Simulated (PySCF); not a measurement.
**O (oxygen, neutral) across methods**

[He] 2s1 2p4 3d1, one real determinant (an excited configuration). Calculation: PySCF 2.14, in aug-cc-pVQZ with one added diffuse shell each of s, p, d, f, g type (7s6p5d4f3g, 105 functions); the non-relativistic Hamiltonian (point nucleus).

```csv
method,E (hartree),mean ε 2p α (eV),mean ε 2p β (eV),mean ε 3d α (eV),Σ⟨r²⟩ (bohr²),⟨S²⟩
revPBE,-74.0933,-21.276,-16.424,0.269,41.14,6.003
r2SCAN0,-74.0646,-24.609,-18.237,0.245,40.84,6.005
PBE0,-74.0240,-23.905,-18.045,0.093,40.79,6.004
LDA,-73.5270,-21.349,-16.102,0.538,40.48,6.004
PBEsol,-73.7724,-21.234,-16.121,0.446,40.90,6.003
UHF,-73.84391,-31.248,-21.567,-0.434,40.71,6.009
PBE,-74.0251,-21.292,-16.368,0.334,40.89,6.003
BHandHLYP,-74.0616,-26.283,-19.907,-0.002,40.80,6.005
r2SCAN,-74.0766,-22.263,-16.657,0.481,41.05,6.005
```

⟨L²⟩ = 8.01 against 12 for a pure F term, so this real determinant mixes terms. The outer electron is Rydberg-like, and this basis confines it to a smaller radius and binds it less than a complete one would.

The highest occupied level is positive at revPBE, r2SCAN0, PBE0, LDA, PBEsol, PBE, r2SCAN: only the finite basis holds that electron, which in a density functional comes from self-interaction.
